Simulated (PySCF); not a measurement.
Electronic structure of Dy (dysprosium, neutral) at the UHF level

Configuration: [Xe] 4f10 5d1 6s1, one real determinant (an excited configuration). Calculation: PySCF 2.14, in cc-pVDZ-X2C (8s7p5d3f1g, 84 functions); scalar relativity by spin-free X2C-1e.

```json
{
 "Total energy": "-12152.196695 hartree",
 "One-electron energy": "-16657.0073 hartree",
 "Hartree (Coulomb) energy": "4767.8564 hartree",
 "Exchange energy": "-263.0458 hartree",
 "⟨S²⟩": "12.0055",
 "⟨L²⟩": "40.048",
 "Sum of ⟨r⟩": "43.49 bohr",
 "Sum of ⟨r²⟩": "74.76 bohr²",
 "Traceless quadrupole moment −½Σ⟨3z² − r²⟩ along its main axis": "3.49 e·bohr²",
 "Langevin diamagnetic susceptibility": "-59.2 ×10⁻⁶ cm³/mol"
}
```

```tsv
shell	electrons	mean orbital energy (hartree)	spread (hartree)	rms radius, mean of both spins (bohr)
1s α	1	-1986.33880	0	0.0240
1s β	1	-1986.33725	0	0.0240
2s α	1	-335.26920	0	0.0970
2s β	1	-335.26262	0	0.0970
2p α	3	-297.81235	0.00244	0.0874
2p β	3	-297.80686	0.00124	0.0874
3s α	1	-76.54904	0	0.250
3s β	1	-76.44578	0	0.250
3p α	3	-64.77650	0.01243	0.250
3p β	3	-64.66074	0.00579	0.250
3d α	5	-49.33150	0.01786	0.230
3d β	5	-49.20585	0.01924	0.230
4s α	1	-16.10663	0	0.564
4s β	1	-15.84125	0	0.564
4p α	3	-12.13759	0.02068	0.599
4p β	3	-11.84546	0.00162	0.599
4d α	5	-6.58803	0.03811	0.660
4d β	5	-6.20858	0.07115	0.660
5s α	1	-2.17285	0	1.42
5s β	1	-2.06054	0	1.42
5p α	3	-1.14258	0.01996	1.69
5p β	3	-1.04572	0.01912	1.69
4f α	7	-0.48095	0.04481	0.964
4f β	3	-0.32537	0.00530	0.964
6s α	1	-0.18411	0	4.87
5d α	1	-0.12185	0	3.53
```

⟨L²⟩ = 40.05 against 72 for a pure L term, so this real determinant mixes terms. Spin-orbit coupling, absent here, splits the open shell strongly.

Densities and radii are taken from the X2C orbitals without a picture-change correction, which distorts them close to the nucleus.

Spin-orbit constants ζ (cm⁻¹) from the X2C one-electron operator on these orbitals: bare nucleus, nucleus screened by l(l+1)(2l+1)/3 electrons, and screened by the Breit-Pauli mean field of the electrons.

```tsv
shell	bare	screened nucleus	mean field
2p	4129000	4004000	n/a
3p	866100	839800	n/a
3d	135500	115000	n/a
4p	189200	183500	n/a
4d	24970	21190	n/a
4f	3527	2031	n/a
5p	22020	21350	n/a
5d	651.8	553.1	n/a
```

To first order the Landé constant is A = -230.8 cm⁻¹, so the lowest level has J = 11 and lies 0.687 eV below the centre of the term. This holds in LS coupling only.
